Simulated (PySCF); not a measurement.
C5H4F4O2.
Geometry (PBE0-D3(BJ)/def2-SVP, Å), atoms numbered from 1 in this order:
```
atom  x, y, z in Å
O1     0.0119    1.5593   -1.4621
C2     0.0197    0.7077   -0.6384
C3     0.8855   -0.5092   -0.3029
C4     2.2897   -0.1994    0.1335
F5     2.2768    0.8872    0.9685
O6     0.0107   -0.8005    0.7947
C7    -0.8306    0.3173    0.5773
C8    -2.2602   -0.0820    0.2716
F9    -2.9797    1.0027   -0.0040
F10   -2.3097   -0.8992   -0.7834
F11   -2.8204   -0.7088    1.3007
H12    0.8757   -1.2999   -1.0754
H13    2.9128    0.0236   -0.7490
H14    2.7163   -1.0617    0.6726
H15   -0.8252    1.0480    1.4052
```

Computed with TDDFT wB97X-D/def2-SVPD, vertical, gas phase, core orbitals frozen in the response in PySCF 2.14.0, density-fitted response routines.

Frontier orbitals with the atoms that hold most of them (Löwdin shares over 4%, at most four atoms; ? is withheld):

```json
{"orbital": "LUMO+2", "ε (eV)": "2.43", "atoms": "O6 20%, C2 10%, C7 10%, O1 10%"}
{"orbital": "LUMO+1", "ε (eV)": "2.06", "atoms": "C4 18%, C3 10%, H12 10%, H13 9%"}
{"orbital": "LUMO", "ε (eV)": "?", "atoms": "C2 38%, O1 32%, C7 7%, C3 7%"}
{"orbital": "HOMO", "ε (eV)": "-10.35", "atoms": "?"}
{"orbital": "HOMO-1", "ε (eV)": "-10.82", "atoms": "?"}
{"orbital": "HOMO-2", "ε (eV)": "-12.58", "atoms": "F5 36%, C4 19%, O6 15%, H13 10%"}
{"orbital": "HOMO-3", "ε (eV)": "-13.05", "atoms": "O6 33%, F5 25%, C3 10%, C4 7%"}
```

Q: Give the leading atoms of the HOMO-1.

A: O6 (bonded to 2 C) 56%; C3 (bonded to 2 C, O and H) 9%; C7 (bonded to 2 C, O and H) 8%; C4 (bonded to C, F and 2 H) 6%. By element: oxygen 56% or more, carbon 22% or more.

Q: Which atoms hold the HOMO, and with what shares?

A: O1 (bonded to C) 48%; C2 (bonded to 2 C and O) 14%; C3 (bonded to 2 C, O and H) 13%; C7 (bonded to 2 C, O and H) 13%. By element: oxygen 48% or more, carbon 40% or more.

Q: What is the LUMO energy, and the HOMO–LUMO gap?

A: ε(LUMO) = 0.04 eV; the gap is 10.39 eV (0.3818 hartree).

Q: The HOMO–LUMO gap is 10.39 eV. Where does the response calculation put the lowest singlet, and from which orbitals?

A: S1 is at 4.38 eV (f = 0.0000), 6.01 eV below the gap, made of HOMO→LUMO (97%). Without the coupling terms of the response equations the lowest excitation would equal the gap.

Q: One configuration dominates each of S1 and S2. Which, and how do the shares of the two leading atoms of either orbital change from the occupied to the empty one?

A: 
- S1 (4.38 eV, f 0.0000), HOMO→LUMO (97%): O1 48% → 32%, C2 14% → 38%
- S2 (6.10 eV, f 0.0044), HOMO-1→LUMO (99%): O6 56% → at most 7%, C3 9% → 7%, C2 at most 6% → 38%, O1 at most 6% → 32%

Löwdin shares depend on the basis, the more so with diffuse functions.

One conformer stands for the species.
